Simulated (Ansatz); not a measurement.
Consider the atomization: `CCC(CC)(CC)CC` → 9 C• + 20 H•.

Program: Ansatz. Geometries: PBE0-D4/def2-TZVP. ΔE: electronic, gas phase. CCSD(T)/CBS is the MP2 limit (def2-TZVPP, def2-QZVPP) plus CCSD(T) − MP2 in def2-TZVPP, frozen cores. This one scheme is used for every species, atoms too. For atomizations the MP2-based limit and the directly extrapolated one differ by several kJ/mol either way, and by 10 to 25 for some Ge, Se and Sn compounds, so smaller differences from it don't rank the levels. Functionals use def2-TZVPP. B3LYP here is the variant with VWN-RPA as its local correlation; programs differ in this. Open shells (•) are unrestricted, without spin–orbit coupling. Spin–orbit coupling would lower the free atoms: a little for C. Each species was taken in one conformer, which may not be the lowest.

Q: What is ΔE at CCSD(T)/CBS? (An estimate is asked.)

A: The calculation gave: +120.26 eV.

Q: What do these levels give: PBE-D4, BLYP-D4, B3LYP-D4, r2SCAN0, CAM-B3LYP, MP2/def2-SVP, CCSD(T)/def2-SVP, CCSD/def2-TZVPP, SCS-MP2/def2-QZVPP, HF/CBS(def2), MP2/CBS(def2), CCSD/CBS(def2)? (Best estimate.)

A: The calculation gave: PBE-D4 122.18, BLYP-D4 119.43, B3LYP-D4 120.29, r2SCAN0 119.39, CAM-B3LYP 120.13, MP2/def2-SVP 116.63, CCSD(T)/def2-SVP 116.19, CCSD/def2-TZVPP 116.52, SCS-MP2/def2-QZVPP 120.12, HF/CBS(def2) 91.42, MP2/CBS(def2) 121.24, CCSD/CBS(def2) 118.89 eV.

Largest T1 diagnostic among the species: 0.009.

From PBE to PBE0 (25 % exact exchange), in def2-TZVPP and without D4, ΔE moves by −0.97 eV: exact exchange takes away binding that semilocal exchange gives to molecules. The D4 term adds +1.20 eV with B3LYP and +0.66 eV with PBE0; it sums over pairs of atoms, weighted by their polarisabilities, and B3LYP, whose exchange is more repulsive, gets the larger term. Leaving LDA and LC-ωPBE aside and taking each functional with its dispersion term where it has one, the values, not all of them listed here, spread over 4.24 eV, from BHLYP-D4 to PBE-D4. LDA lies +14.52 eV from PBE without D4, its usual overbinding.
